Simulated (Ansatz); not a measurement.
Consider the formal exchange of groups at the Al–Si bond: `[SiH3][Al]1[CH2][O]1` + `BN` → `N[BH][Al]1[CH2][O]1` + SiH₄.

Calculated with Ansatz (gas phase, PBE0-D4/def2-TZVP geometries, no zero-point term in ΔE). CCSD(T)/CBS is the MP2 limit (def2-TZVPP, def2-QZVPP) plus CCSD(T) − MP2 in def2-TZVPP, frozen cores. This one scheme is used for every species. Functionals use def2-TZVPP. One conformer a species, not always the lowest.

```tsv
level	ΔE (kJ/mol)
BLYP	28.0
MP2/def2-SVP	22.7
HF/def2-QZVPP	30.4
CCSD/CBS(def2)	30.4
```

(1) What does CCSD(T)/CBS give? (Estimate.)

(2) What do rigid-rotor, harmonic-oscillator terms from PBE0-D4/def2-TZVP frequencies (298.15 K, 1 bar) make of the CCSD(T)/CBS value? (Estimate.)

Largest T1 diagnostic among the species: 0.017.

Results:

(1) Ansatz gave: +30.1 kJ/mol. The listed levels differ from it by -2.1, -7.4, 0.3, 0.3 kJ/mol.

(2) Computed: ΔZPE = -2.5 kJ/mol, ΔH = +27.6 kJ/mol, ΔS = -17 J/(mol·K), ΔG = +32.8 kJ/mol. Modes under 50 cm⁻¹ make the entropy rough.

At CCSD(T), def2-SVP lies −7.6 kJ/mol from the extrapolated value and def2-TZVPP −1.1 kJ/mol. Leaving LDA and LC-ωPBE aside and taking each functional with its dispersion term where it has one, the values, not all of them listed here, spread over 6.4 kJ/mol, from ωB97M-V to HSE06-D4.
